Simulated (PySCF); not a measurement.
# Correlation energy of Sr (strontium, neutral)

Starting occupation: [Kr] 5s2. Computed with PySCF 2.14 in x2c-SVPall-2c (6s7p6d1f, 64 functions), with X2C-1e with screened-nucleus spin-orbit coupling, Gaussian nucleus. Frozen: [Ar] 3d10; 10 electrons correlated; the 6 highest virtual spinors left out.

MP2 pair energies summed by pair of shells (mhartree):

```tsv
pair	energy	share (%)
4p3/2-4p3/2	-50.67	30.1
4p1/2-4p3/2	-47.84	28.5
5s1/2-5s1/2	-15.75	9.4
4p1/2-4p1/2	-13.13	7.8
4p3/2-5s1/2	-11.92	7.1
4p3/2-4s1/2	-11.32	6.7
4p1/2-5s1/2	-5.73	3.4
4p1/2-4s1/2	-5.61	3.3
4s1/2-4s1/2	-4.97	3.0
4s1/2-5s1/2	-1.17	0.7
```

Total MP2 correlation energy: -168.10 mhartree.

This basis was not built for core-valence correlation, so the inner-shell part is incomplete.
